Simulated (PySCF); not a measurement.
Electron correlation in F²⁺ (fluorine, charge +2)

[He] 2s2 2p3, high-spin 4S determinant. Computed with PySCF 2.14 in dyall-acv3z (15s9p4d2f, 76 functions), with the spin-free X2C one-electron Hamiltonian (Gaussian nucleus). Frozen: 1s2; 5 electrons correlated; the 19 highest virtual orbitals of each spin left out.

MP2 pair energies summed by pair of shells (mhartree):

```json
{"pair": "2s-2p", "energy": "-70.09", "share (%)": "66.6"}
{"pair": "2p-2p", "energy": "-24.04", "share (%)": "22.8"}
{"pair": "2s-2s", "energy": "-11.09", "share (%)": "10.5"}
```

Total MP2 correlation energy: -105.22 mhartree.

Same-spin part -30.50 and opposite-spin part -74.72 mhartree; SCS-MP2 scales them by 1/3 and 6/5 to -99.83 mhartree.
